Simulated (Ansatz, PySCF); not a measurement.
Dimer: NH3 (SMILES N) (first 4 atoms) with H2 (SMILES [H][H]); geometry from B3LYP-D3(BJ)/def2-TZVP, rigid monomers moved along the line of their centres of mass till N1···H5 is 3.66 Å.
(charge 0, multiplicity 1):
```tsv
atom	x (Å)	y (Å)	z (Å)
N	0.0152	-0.0022	-0.1380
H	-0.7130	0.6181	-0.4730
H	0.8979	0.3440	-0.4962
H	-0.1456	-0.9123	-0.5542
H	0.0233	-0.2239	3.5169
H	0.0237	-0.2727	4.2633
```

Interaction energies are E(AB) − E(A) − E(B) at the monomers' geometry in the complex; basis-set methods are counterpoise corrected. Rows marked so take none.

Frozen-core correlation. Rows in 3-21G, 6-31G* carry no dispersion term and start afresh at each structure (6-31G* with six Cartesian d functions).

Programs: Ansatz (Gaussian basis) for Hartree–Fock, density functionals and correlated methods; PySCF for 3-21G rows, 6-31G* rows, the dispersion terms. Values without a source in brackets are computed.

```tsv
level	interaction energy (meV)
HF/3-21G (no counterpoise)	-19.1
PBE-D4/def2-TZVPPD	-22.1
B3LYP/def2-TZVPPD	-9.6
B3LYP-D3(BJ)/def2-TZVPPD	-14.2
PBE0/def2-TZVPPD	-16.5
M06-2X/6-31G* (no counterpoise)	…
CCSD/aug-cc-pVDZ	-14.5
CCSD(T)/aug-cc-pVDZ	…
CCSD(T)/aug-cc-pVTZ	-16.8
```

What belongs in the gaps?


- M06-2X/6-31G* (no counterpoise), interaction energy (meV): -26.4
- CCSD(T)/aug-cc-pVDZ, interaction energy (meV): -15.2

Ansatz is a program for electronic structure.
